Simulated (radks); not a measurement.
The numbers below are computed, except where a source is named.
Si2+, configuration [He] 2s2 2p5.5 3s2 4f0.5 (fractional occupations, a model configuration). Level of theory: non-relativistic Kohn-Sham, LDA (Slater exchange, Perdew-Zunger correlation), spin-unpolarised, spherical densities, point nucleus (a radial shooting solver on a logarithmic mesh with Libxc functionals).

Local quantities along the radius. ELF = 1/(1 + alpha^2) is the electron localisation function; alpha = (tau - tau_W)/tau_unif compares the Pauli kinetic energy density with that of the uniform gas; s = |grad rho|/(2 (3 pi^2)^(1/3) rho^(4/3)) is the reduced gradient; -r V(r) is the screened charge that the Kohn-Sham potential presents (atomic units); 4 pi r^2 rho is in e/bohr.

r (bohr)    ELF     alpha       s  -r V(r)  4 pi r^2 rho
0.006239  1.000  0.008800  0.3967    13.78        0.7240
0.008189  1.000  0.009472  0.4038    13.70         1.181
0.01075   1.000   0.01044  0.4133    13.61         1.894
0.01411   1.000   0.01186  0.4260    13.49         2.972
0.01867   1.000   0.01412  0.4438    13.32         4.581
0.0245    1.000   0.01766  0.4675    13.11         6.709
0.03216   0.999   0.02375  0.5001    12.84         9.344
0.04255   0.999   0.03554  0.5471    12.48         12.27
0.05585   0.996   0.05959  0.6116    12.06         14.68
0.07331   0.987    0.1166  0.7012    11.54         15.78
0.09623   0.931    0.2721  0.8166    10.94         14.93
0.1273    0.643    0.7451  0.9182    10.21         12.37
0.1671    0.257     1.700  0.8249    9.402         9.947
0.2194    0.225     1.858  0.4666    8.516         9.635
0.2903    0.530    0.9416  0.2980    7.545         11.76
0.381     0.799    0.5014  0.3913    6.574         13.68
0.5001    0.865    0.3952  0.5859    5.651         12.55
0.6564    0.801    0.4979  0.8844    4.861         8.338
0.8685    0.367     1.313   1.288    4.199         3.883
1.14      0.084     3.294   1.107    3.705         1.850
1.496     0.435     1.140  0.6793    3.381         1.492
1.98      0.960    0.2030   1.099    3.123         1.140
2.599     0.628    0.7696   2.044    2.879        0.5160
3.411     0.006     12.59   2.977    2.649        0.1490
4.477     0.002     25.25  0.9187    2.548       0.08700
5.924     0.004     16.74   1.045    2.541       0.09493
7.776     0.003     18.13   2.315    2.493       0.06324
10.21     0.001     34.56   5.531    2.367       0.01830
13.5      0.000     144.5   17.58    2.193      0.001619

On this mesh the ELF has minima near r = 0.19, 1.1 bohr, which separate the shells, and maxima near 0.50 (0.86), 2.0 (0.96).
